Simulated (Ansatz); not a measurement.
Conformers of `CO[Si](F)(S)Cl`, each relaxed with PBE0-D4/def2-TZVP in Ansatz. CBS adds the triple-zeta coupled-cluster correction to the MP2 limit.

Not all of them had a frequency check.

Conformer A:

```xyz
10

C    -0.138    1.261   -1.118
O     0.573    0.061   -0.875
Si    0.521   -0.825    0.467
F     1.628   -1.938    0.299
S    -1.404   -1.657    0.685
Cl    1.027    0.257    2.121
H    -1.213    1.119   -0.976
H     0.049    1.553   -2.151
H     0.208    2.056   -0.452
H    -1.250   -1.888    2.000
```

Conformer B:

Cartesian coordinates in Å:
```
C -1.505 0.105 -0.785
O -0.137 0.457 -0.906
Si 0.991 0.305 0.232
F 0.631 1.142 1.533
S 1.167 -1.725 0.785
Cl 2.694 1.100 -0.518
H -2.037 0.843 -0.180
H -1.933 0.089 -1.787
H -1.624 -0.883 -0.331
H 1.754 -1.432 1.958
```

Task: Which is lowest in electronic energy at CCSD(T)/CBS (frozen core, def2 sets), and by how much? (Estimate.)

Result: Computed: A; B lies 3.0 kJ/mol higher.

Task: Give the energies relative to A (kJ/mol) with ωB97M-V/def2-TZVPP, HF/def2-TZVPP, MP2/def2-TZVPP, CCSD(T)/def2-TZVPP, HF/def2-QZVPP, MP2/def2-QZVPP, HF/CBS(def2). (An estimate is asked.)

Result: Ansatz gave: 
| level | B |
| --- | --- |
| ωB97M-V/def2-TZVPP | 2.7 |
| HF/def2-TZVPP | 2.2 |
| MP2/def2-TZVPP | 3.1 |
| CCSD(T)/def2-TZVPP | 2.8 |
| HF/def2-QZVPP | 2.3 |
| MP2/def2-QZVPP | 3.3 |
| HF/CBS(def2) | 2.3 |
